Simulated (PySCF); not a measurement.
A structure optimised at B3LYP-D3(BJ)/def2-SVP, used in a PySCF frequency run:

```xyz
5

Ge     0.0000     0.0000     0.4373
Cl    -1.7473    -1.0088    -0.3130
Cl     0.0000     2.0176    -0.3130
Cl     1.7473    -1.0088    -0.3130
H      0.0000     0.0000     1.9667
```
Charge 0, spin multiplicity 1.

### Question
Write its SMILES, formula and point group.

### Answer
[Cl][GeH]([Cl])[Cl], Cl3GeH, C3v

### Question
What are its rotational constants (standard atomic weights)?

### Answer
2.0656, 2.0656, 1.1674 GHz
